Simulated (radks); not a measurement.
Q: These are the eigenvalues of the occupied orbitals of an atom or ion with whole-number occupations (Ry). Method: non-relativistic Kohn-Sham, r2SCAN, spin-polarised, spherical densities, point nucleus; meta-GGA in the generalised Kohn-Sham scheme; computed with a radial shooting solver on a logarithmic mesh with Libxc functionals.

orbital  eigenvalue
1s        -242.3017
2s        -34.12298
2p        -29.25672

Which element is it, and in what charge state? The configuration may be excited. Open shells, if any, are filled with parallel spins first.

A: Z = 18, argon, charge +8: Ar8+ in [Ne]. The list shows which subshells hold electrons but not how many an open one holds; the 1s level, -121.15 hartree, gives Z - s = 15.6 by -(Z - s)^2/2, which with screening narrows Z to a few neighbours, and the depths of the outer levels then fix element, charge and occupations together.
